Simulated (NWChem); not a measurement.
System meant: SiH$_{2}$O$_{2}$ICl; SMILES O[Si](O)(Cl)I

The following NWChem deck was run.

```
start job
memory heap 200 mb stack 900 mb global 1100 mb
geometry units angstroms noautoz
  O     -1.205021     1.429678     1.379902
  Si    -0.416180     1.021693     0.007117
  O     -1.374327     1.369234    -1.279989
  Cl     1.316063     2.104217    -0.003719
  I      0.149811    -1.358349    -0.049981
  H     -2.098857     1.087642     1.487057
  H     -1.124670     1.015006    -2.139415
end
basis spherical
  * library def2-svp
end
ecp
  I library def2-ecp
end
dft
  odft
  mult 2
  xc b3lyp
  iterations 150
  mulliken
end
task dft energy
```

End of the output:

```
                                 NWChem DFT Module
                                 -----------------

 Summary of "ao basis" -> "ao basis" (spherical)
 ------------------------------------------------------------------------------
       Tag                 Description            Shells   Functions and Types
 ---------------- ------------------------------  ------  ---------------------
 O                          def2-svp                 6       14   3s2p1d
 Si                         def2-svp                 8       18   4s3p1d
 Cl                         def2-svp                 8       18   4s3p1d
 I                          def2-svp                10       26   4s4p2d
 H                          def2-svp                 3        5   2s1p

 Summary of "ao basis" -> "ao basis" (spherical)
 ------------------------------------------------------------------------------
       Tag                 Description            Shells   Functions and Types
 ---------------- ------------------------------  ------  ---------------------
 O                          def2-svp                 6       14   3s2p1d
 Si                         def2-svp                 8       18   4s3p1d
 Cl                         def2-svp                 8       18   4s3p1d
 I                          def2-svp                10       26   4s4p2d
 H                          def2-svp                 3        5   2s1p

  number of electrons :                   74
  multiplicity        :                    2
 ------------------------------------------------------------------------
  no. of electrons and multiplicity not compatible                  74
 ------------------------------------------------------------------------
 ------------------------------------------------------------------------
  current input line :
    25: task dft energy
 ------------------------------------------------------------------------
 ------------------------------------------------------------------------
 There is an error in the input file
 ------------------------------------------------------------------------
 For more information see the NWChem manual at https://nwchemgit.github.io

0: no. of electrons and multiplicity not compatible:Received an Error in Communication
```

**Question.** Find the fault in this run and fix the input.

**Answer.** The input was rejected before any calculation. Cause: the multiplicity doesn't fit the number of electrons (an even count wants an odd multiplicity, and the reverse). This input runs:
```
start job
memory heap 200 mb stack 900 mb global 1100 mb
geometry units angstroms noautoz
  O     -1.205021     1.429678     1.379902
  Si    -0.416180     1.021693     0.007117
  O     -1.374327     1.369234    -1.279989
  Cl     1.316063     2.104217    -0.003719
  I      0.149811    -1.358349    -0.049981
  H     -2.098857     1.087642     1.487057
  H     -1.124670     1.015006    -2.139415
end
basis spherical
  * library def2-svp
end
ecp
  I library def2-ecp
end
dft
  xc b3lyp
  iterations 150
  mulliken
end
task dft energy
```
It converges to -1198.99543 Ha (B3LYP/def2-SVP with def2 effective core potentials on I).
